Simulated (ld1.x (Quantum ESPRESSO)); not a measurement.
# Cd (Z = 48): variants of one TM potential

Base potential:

ld1.x (Quantum ESPRESSO) 7.5 input, shortened:

```
&input
   title='Cd', zed=48., rel=1, dft='PBESOL', iswitch=3,
   config='[Kr] 4d10 5s0 5p0'
 /
 &inputp
   pseudotype=2, tm=.true., lloc=0,
   nlcc=.true.
 /
3
4P  2  1   6.00   0.00  1.05  1.05  0.0
4D  3  2  10.00   0.00  1.35  1.35  0.0
5S  1  0   0.00   0.00  1.60  1.60  0.0
 &test
   configts(1)='4p6 4d10 5s0 5p0'
 /
```

Cutoffs, loose and tight: the cutoffs (Ry, on a coarse ladder) from which the occupation-weighted sum of valence levels, in a spherical-Bessel basis at the reference potential, stays within 10 and 1 mRy of its value at 400 Ry. They do not see the model core or the augmentation charge, which bear on the density cutoff. Test errors are all-electron minus pseudo excitation energies from the reference, over the configurations 4p6 4d10 5s2 5p0; 4p6 4d10 5s1 5p0; 4p6 4d9 5s0 5p0; 4p5 4d10 5s2 5p0; 4p6 4d10 5s1.5 5p0; 4p6 4d9 5s2 5p1; 4p6 4d10 5s0 5p2. A dash means not determined; rows that change the core or the reference have their own tests. The largest error is taken over the tests solved by every variant that gives reliable tests at all: 4p6 4d10 5s0 5p2; 4p6 4d10 5s1 5p0; 4p6 4d10 5s1.5 5p0; 4p6 4d10 5s2 5p0; 4p6 4d9 5s0 5p0.

A true bound ghost makes a file unfit for plane-wave use even where its test errors are small: the radial tests pick states by their node count and pass the ghost by. Where a test does run into it, the solver fails or the error is huge.

| change | outcome | cutoff, loose | cutoff, tight | bound ghosts | largest test error (meV) |
| --- | --- | --- | --- | --- | --- |
| base | generated | 160 Ry | 200 Ry | none | -1265 |
| all radii but the core radius scaled by about 0.74 (s 1.20, p 0.78, d 1.00 bohr) | generated | over 300 Ry | over 300 Ry | none | -952 |
| all radii but the core radius scaled by about 0.90 (s 1.44, p 0.94, d 1.22 bohr) | generated | 180 Ry | 230 Ry | s (extra level of the local part) | -1039 |
| all radii but the core radius scaled by about 1.09 (s 1.74, p 1.14, d 1.48 bohr) | generated | 140 Ry | 180 Ry | none | -1426 |
| all radii but the core radius scaled by about 1.16 (s 1.86, p 1.22, d 1.56 bohr) | generated | 90 Ry | 160 Ry | none | -1531 |
| all radii but the core radius scaled by about 1.23 (s 1.98, p 1.30, d 1.66 bohr) | generated | 80 Ry | 140 Ry | none | -1564 |
| all radii but the core radius scaled by about 1.38 (s 2.20, p 1.44, d 1.86 bohr) | generated | 70 Ry | 110 Ry | none | -1580 |

Problem. What comes out with this change to the base: all radii but the core radius scaled by about 0.83 (s 1.32, p 0.86, d 1.12 bohr)?

Solution. outcome: generated; cutoff, loose: 180 Ry; cutoff, tight: 300 Ry; bound ghosts: s (extra level of the local part); largest test error (meV): -976.

Problem. What comes out with this change to the base: all radii but the core radius scaled by about 1.31 (s 2.10, p 1.38, d 1.76 bohr)?

Solution. outcome: generated; cutoff, loose: 70 Ry; cutoff, tight: 120 Ry; bound ghosts: none; largest test error (meV): -1581.

Reading the sweep of the scale of all radii but the core radius (base = 1) (base included, trends over the rows without a ghost): The loose cutoff falls from 160 Ry at 1 to 70 Ry at 1.38. A larger radius leaves more room for a smooth pseudo-wave, so fewer plane waves are needed; a smaller one forces it to follow the all-electron wave where it bends sharply. The median size of the test errors (rows with all tests solved) stays near 150.8 meV. Bound ghosts are found at 0.83, 0.9.
